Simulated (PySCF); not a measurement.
C2H6F2Si, SMILES C[Si@H](F)CF. Atoms are numbered in the order given.

```xyz
11

C      1.9491    -0.5559    -0.6547
Si     0.3839     0.3486    -0.2009
F      0.5547     0.9602     1.3042
C     -1.0794    -0.8452    -0.1862
F     -2.2684    -0.1525     0.0004
H      2.8195     0.1162    -0.5939
H      1.8946    -0.9469    -1.6839
H      2.1271    -1.4033     0.0267
H      0.0924     1.4870    -1.1105
H     -1.1348    -1.4021    -1.1410
H     -0.9690    -1.5950     0.6190
```
Charge 0, spin multiplicity 1.

Geometry optimised at ωB97X-D3(BJ)/def2-SVP. The structure was generated by enumeration; whether it is a known compound was not checked. Other conformers were not sampled.

Two levels are set side by side: PBE/pcSseg-1 (PySCF) and KT2/pcSseg-1 (PySCF). GIAO shifts against CFCl3 (¹⁹F), TMS (²⁹Si), TMS (¹H), TMS (¹³C) at the same level; non-relativistic, no solvent, atoms listed together averaged. Differences are taken from unrounded values.

```json
[
 {"quantity": "δ(¹³C) of C1 (ppm)", "KT2": "-2.3", "PBE": "-2.3", "PBE minus KT2": "0.0"},
 {"quantity": "δ(²⁹Si) of Si2 (ppm)", "KT2": "24.5", "PBE": "24.5", "PBE minus KT2": "0.0"},
 {"quantity": "δ(¹⁹F) of F3 (ppm)", "KT2": "-241.5", "PBE": "-233.4", "PBE minus KT2": "8.1"},
 {"quantity": "δ(¹³C) of C4 (ppm)", "KT2": "82.0", "PBE": "85.1", "PBE minus KT2": "3.0"},
 {"quantity": "δ(¹⁹F) of F5 (ppm)", "KT2": "-331.0", "PBE": "-327.1", "PBE minus KT2": "3.9"},
 {"quantity": "δ(¹H) of H9 (ppm)", "KT2": "5.72", "PBE": "5.76", "PBE minus KT2": "0.03"}
]
```

Rough cost on one machine, each run with all the roots and properties that it gave: KT2 against PBE within a factor of 2.
